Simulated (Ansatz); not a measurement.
Pulling the pair apart

The pair of Li⁺ (SMILES [Li+], atom 1) and GeH₄ (SMILES [GeH4], atoms 2–6), both closed shells, in one local arrangement (a lower one may exist), relaxed at PBE0-D4/def2-TZVP:

```
6
angstrom
Li 0.4278 0.1150 -2.6722
Ge -0.1026 -0.0276 0.6360
H 0.1602 0.0433 -0.9343
H 1.2512 0.3233 1.2415
H -0.5457 -1.4681 0.8626
H -1.1908 1.0143 0.8665
```

GeH₄ is shifted rigidly along the line between the mean atom positions of the two fragments (negative: closer). Counterpoise interaction energies in kcal/mol. Computed with Ansatz 0.2.0 (basis: def2-TZVPPD); correlated methods freeze the cores. Filled d shells of the heavier atoms are correlated. The outer core shell of Li, Na, Mg and K is correlated. The def2 sets are not built for correlating such inner shells, so the correlated values are less sure here.

```json
{"shift (Å)": "-0.18", "MP2": "-14.57", "r2SCAN-D4": "-13.86", "HF": "-15.31"}
{"shift (Å)": "-0.09", "MP2": "-15.58", "r2SCAN-D4": "-14.94", "HF": "-16.35"}
{"shift (Å)": "0.00", "MP2": "-15.92", "r2SCAN-D4": "-15.35", "HF": "-16.68"}
{"shift (Å)": "0.09", "MP2": "-15.78", "r2SCAN-D4": "-15.29", "HF": "-16.54"}
{"shift (Å)": "0.21", "MP2": "-15.09", "r2SCAN-D4": "-14.75", "HF": "-15.82"}
{"shift (Å)": "0.44", "MP2": "-13.08", "r2SCAN-D4": "-13.05", "HF": "-13.74"}
{"shift (Å)": "0.88", "MP2": "-9.08", "r2SCAN-D4": "-9.15", "HF": "-9.61"}
{"shift (Å)": "1.76", "MP2": "-4.36", "r2SCAN-D4": "-4.43", "HF": "-4.70"}
```

Question: What does CCSD(T) give at these shifts? (Judge from chemistry; the value comes from the calculation.)

Answer: By the calculation: -14.58, -15.58, -15.90, -15.75, -15.04, -13.00, -8.98, -4.29 kcal/mol. For zero shift, CCSD(T) at an estimated basis limit (MP2 extrapolated from triple and quadruple zeta, plus CCSD(T) − MP2 in triple zeta) gives -15.80 kcal/mol. These are counterpoise interaction energies, counted from the two frozen fragments.

T1 diagnostic: at most 0.011.

For scale, one of the runs: CCSD(T)/def2-TZVPPD, 144 basis functions, launched by `ansatz run in.yaml --threads 2 --pin off --events-out ev --progress --plain --max-ram 5222MiB`. Hardware: 2 CPU threads of an Arm Neoverse V2, shared host. Wall time 10 s; peak host memory 0.84 GiB.
